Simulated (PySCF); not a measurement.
C₂H₇NOSi, SMILES [SiH3]/N=C/CO.

Geometry: PBE-D3(BJ)/def2-SVP. The structure was generated by enumeration; whether it is a known compound was not checked. Other conformers were not sampled.

Two levels are set side by side: PBE/def2-TZVP (PySCF) and CAM-B3LYP/def2-TZVP (PySCF). Same geometry, gas phase. Differences are taken from unrounded values.

```
quantity                     CAM-B3LYP    PBE  PBE minus CAM-B3LYP
---------------------------  ---------  -----  -------------------
orbital gap (eV)                  8.77   3.70                -5.07
highest occupied level (eV)      -8.67  -5.85                 2.81
lowest empty level (eV)           0.10  -2.15                -2.25
dipole moment (D)                 0.80   0.75                -0.05
mean polarisability (bohr³)       64.6   68.8                  4.2
```

Without exact exchange PBE keeps part of each electron's self-repulsion, which lifts occupied levels and narrows the gap. Loosely held outer electrons make PBE densities more polarisable. Differences between two approximate levels are no errors against the true value.

Rough cost on one machine, each run with all the roots and properties that it gave: CAM-B3LYP against PBE within a factor of 2.
